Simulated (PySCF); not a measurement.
Values are calculated unless marked as measured or tabulated.
# AlSiO2F4(-)

The system: AlSiO2F4(-), a molecule drawn as a unit of a network glass or zeolite (built as: Al Si, F ends, O bridges); charge -1, singlet. The structure was relaxed in the gas phase by PBE0-D3(BJ)/def2-SVP. No frequency run checks that it is a minimum.

SMILES: [F][Al-]1([F])[O][Si](F)(F)[O]1

```xyz
8

F     1.946    1.549   -0.264
Si    0.447    1.023    0.074
F    -0.267    2.406    0.535
O    -0.292    0.258   -1.160
Al   -0.460   -1.203   -0.077
F     0.385   -2.577   -0.569
F    -2.046   -1.637    0.298
O     0.382   -0.175    1.177
```
(Å; atoms numbered from 1)

Shieldings: GIAO PBE0/aug-pcSseg-2.  Core levels by delta-SCF with SCAN, aug-pcX-2 on the ionised atom and aug-pcseg-1 elsewhere, spin-free X2C (2p3/2 is the spin-free 2p value less a third of a first-order spin-orbit splitting); from the vacuum level, for chosen atoms.

Give the NMR and core-level values of the distinct atoms.


```tsv
atoms	bonded to	σ (ppm)	δ (ppm)	core level (eV)
F1 F3	1 Si	339.2	-	1s 688.77
Si2	2 F + 2 O	417.1	-	2p3/2 104.95
O4 O8	1 Al + 1 Si	229.1	-	1s 533.05
Al5	2 F + 2 O	506.8	-	2p3/2 76.68
F6 F7	1 Al	394.5	-	1s 687.12
```

Values are those of this one static structure; atoms that internal rotation interchanges would show their mean in an NMR spectrum.

By CAM-B3LYP/def2-SVPD (TDDFT singlets, Tamm-Dancoff triplets, ionisation by delta-SCF), where does absorption start, and what does vertical ionisation take?

The first singlet with intensity lies at 7.26 eV (f 0.062); what lies below it is dark. The lowest singlet lies at 7.14 eV (f 0.000), the strongest of the first 6 at 7.26 eV (f 0.062), the lowest triplet at 6.94 eV; vertical ionisation takes 7.14 eV.

Excited states of gas-phase anions may lie above the detachment limit and hang on the basis.
